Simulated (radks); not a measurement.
The mean radii <r> (bohr) of the occupied orbitals of an atom or ion are listed with their occupations. Calculated with a radial shooting solver on a logarithmic mesh with Libxc functionals: scalar-relativistic Kohn-Sham, PW91, spin-unpolarised, spherical densities, finite nucleus; Fermi nuclear charge, rms radius of each element as measured or else 0.836 A^(1/3) + 0.57 fm.

| orbital | occ. | <r> |
|---|---|---|
| 1s | 2 | 0.01632 |
| 2s | 2 | 0.06876 |
| 2p | 6 | 0.06234 |
| 3s | 2 | 0.1776 |
| 3p | 6 | 0.1793 |
| 3d | 10 | 0.1624 |
| 4s | 2 | 0.3917 |
| 4p | 6 | 0.4175 |
| 4d | 10 | 0.4397 |
| 5s | 2 | 0.8746 |
| 4f | 14 | 0.4672 |
| 5p | 6 | 0.9993 |
| 5d | 9 | 1.297 |

Name the element and its charge.

Answer. Z = 81, thallium, charge +4: Tl4+ in [Xe] 4f14 5d9. The 1s radius gives Z: for a bare nucleus <r> = (2 gamma + 1)/(2Z) with gamma = sqrt(1 - (Z/c)^2), 0.01613 bohr for Z = 81, and screening makes it slightly larger (0.01632 here). The occupations add up to 77, and the charge is Z minus that.
